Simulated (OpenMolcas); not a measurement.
## Ti2+, Zr2+, Hf2+: d2 down the group

* Program: OpenMolcas
* Method: RASSCF
* Basis: ANO-RCC-VTZP
* Scalar Hamiltonian: DKH2, point nucleus
* Spin-orbit coupling: RASSI with atomic mean-field integrals over the reference wave functions, term energies averaged over their components

Active space for each ion: 2 electrons in 9 orbitals (RAS2 d s; RAS3 p, at most 2 electrons).

Computed levels in cm-1 above 3F2:

```json
{"Level": "3F3", "Ti2+": "197", "Zr2+": "685", "Hf2+": "3441"}
{"Level": "3F4", "Ti2+": "454", "Zr2+": "1512", "Hf2+": "6510"}
{"Level": "3P0", "Ti2+": "13638", "Zr2+": "10132", "Hf2+": "10804"}
{"Level": "3P1", "Ti2+": "13707", "Zr2+": "10395", "Hf2+": "12660"}
{"Level": "3P2", "Ti2+": "13850", "Zr2+": "10909", "Hf2+": "14365"}
{"Level": "1G4", "Ti2+": "17920", "Zr2+": "14083", "Hf2+": "17258"}
{"Level": "1S0", "Ti2+": "42499", "Zr2+": "30805", "Hf2+": "36577"}
{"Level": "weight of 3F in the lowest level (%)", "Ti2+": "100", "Zr2+": "99", "Hf2+": "84"}
```

Measured, with the error of the calculation in %. Measured levels: Ti2+ from Corliss and Sugar, J. Phys. Chem. Ref. Data 8, 1 (1979); Zr2+ from Moore, Atomic Energy Levels, vol. II, NSRDS-NBS 35 (1971 reprint of NBS Circular 467, 1952); NIST levels as listed in Rynkun, Gaigalas and Jonsson, Astron. Astrophys. 637, A10 (2020).

```json
{"Level": "3F3", "Ti2+": "185 (+6.6)", "Zr2+": "681 (+0.6)"}
{"Level": "3F4", "Ti2+": "420 (+8.1)", "Zr2+": "1486 (+1.7)"}
{"Level": "3P0", "Ti2+": "10538 (+29.4)", "Zr2+": "8062 (+25.7)"}
{"Level": "3P1", "Ti2+": "10604 (+29.3)", "Zr2+": "8326 (+24.8)"}
{"Level": "3P2", "Ti2+": "10721 (+29.2)", "Zr2+": "8838 (+23.4)"}
{"Level": "1G4", "Ti2+": "14398 (+24.5)", "Zr2+": "11049 (+27.5)"}
{"Level": "1S0", "Ti2+": "32476 (+30.9)", "Zr2+": "23979 (+28.5)"}
```

The fine-structure level 3F4 changes by a factor of 14.3 from Ti2+ to Hf2+.

Without spin-orbit coupling 3P lies 13510, 9711, 9230 cm-1 above 3F in that order; the difference to the level 3P0, of either sign, comes from spin-orbit coupling, which also lowers the zero.

Without dynamic correlation excited terms often stand tens of per cent too high (terms of higher spin than the ground term too low), and those without a measured partner can miss by more than the paired ones. Terms from blocks run as CI alone lack orbitals of their own. Configurations are named by rounded mean occupations; where the s occupation lies near a half they are strongly mixed, a name can repeat and a true partner stay unpaired (holds for Hf2+). Measured partners are found by configuration, term and J. A level has none where our copy of the source lacks it or the pairing is in doubt (some pairs that miss far off the trend of their configuration count as doubtful), and it then counts in no deviation. Only configurations of the active space appear.
